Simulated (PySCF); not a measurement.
UHF on Ne⁺ (neon, charge +1)

Configuration: [He] 2s2 2p5, 2P determinant. Computed with PySCF 2.14 in aug-cc-pVQZ-DK, with the spin-free X2C one-electron Hamiltonian (Gaussian nucleus).

| Quantity | Value |
| --- | --- |
| Total energy | -127.959141 hartree |
| One-electron energy | -175.3134 hartree |
| Hartree (Coulomb) energy | 59.0398 hartree |
| Exchange energy | -11.6855 hartree |
| ⟨S²⟩ | 0.7527 |
| ⟨L²⟩ | 2.008 |
| Sum of ⟨r⟩ | 6.413 bohr |
| Sum of ⟨r²⟩ | 6.764 bohr² |
| Traceless quadrupole moment −½Σ⟨3z² − r²⟩ along its main axis | 0.412 e·bohr² |
| Langevin diamagnetic susceptibility | -5.36 ×10⁻⁶ cm³/mol |

```csv
shell,electrons,mean orbital energy (eV),spread (eV),"rms radius, mean of both spins (bohr)"
1s α,1,-916.56,0,0.183
1s β,1,-914.90,0,0.183
2s α,1,-74.569,0,0.943
2s β,1,-68.407,0,0.943
2p α,3,-44.921,3.668,0.992
2p β,2,-42.083,0,0.992
```

Spin-orbit constants ζ (cm⁻¹) from the X2C one-electron operator on these orbitals: bare nucleus, nucleus screened by l(l+1)(2l+1)/3 electrons, and screened by the Breit-Pauli mean field of the electrons.

```json
{"shell": "2p", "bare": "744.8", "screened nucleus": "595.9", "mean field": "529.9"}
```

To first order the Landé constant is A = -529.9 cm⁻¹, so the lowest level has J = 3/2 and lies 0.0329 eV below the centre of the term.
